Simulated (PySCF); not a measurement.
## Diatomics of F with the chalcogens

MP2 with triple-zeta basis sets in PySCF, for the lowest determinant that a PBE0 search found; no spin–orbit coupling. De refers to high-spin ground-configuration atoms.

| M | basis | reference, frozen orbitals | state (unpaired electrons) | Re (Å) | ωe (cm⁻¹) | De (eV) |
| --- | --- | --- | --- | --- | --- | --- |
| S | x2c-TZVPPall | UHF, 6 | doublet (π ↑) | 1.602 | 850 | 3.61 |
| Se | def2-TZVPP | UHF, 10 | doublet (π ↑) | 1.741 | 706 | 3.45 |
| Te | def2-TZVPP | UHF, 5 | doublet (π ↑) | 1.905 | 635 | 3.51 |

The shortest bond is that of SF (1.602 Å), the longest that of TeF (1.905 Å).

The rows differ in basis set, which adds steps of its own.

Down a group the atoms grow and get heavier, so bonds lengthen and wavenumbers fall; this series shows no clear exception.

Correlated steps freeze the inner cores (5 to 10 orbitals); shallow outer-core shells are correlated. Spin–orbit coupling is left out, which matters for elements this heavy, above all for dissociation energies. States were picked by a PBE0 search and need not be the measured ground states.
